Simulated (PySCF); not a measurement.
**Radial density of N (nitrogen, neutral)**

B97-3, [He] 2s2 2p3, high-spin 4S determinant. All numbers are calculated (PySCF 2.14, the spin-free X2C one-electron Hamiltonian (Gaussian nucleus), in x2c-QZVPPall).

```tsv
r (bohr)	4πr²ρ (e/bohr)	4πr²(ρα − ρβ)
0.00425	0.04608	0.0000
0.00715	0.1238	0.0001
0.0120	0.3242	0.0003
0.0202	0.8122	0.0007
0.0340	1.885	0.0020
0.0573	3.847	0.0058
0.0963	6.334	0.0201
0.162	7.327	0.0803
0.273	4.921	0.3180
0.458	2.378	0.9858
0.771	3.159	1.8692
1.30	3.052	1.7130
2.18	1.015	0.6097
3.67	0.08734	0.0604
6.17	0.0008267	0.0008
```

Densities and radii are taken from the X2C orbitals without a picture-change correction, which distorts them close to the nucleus.
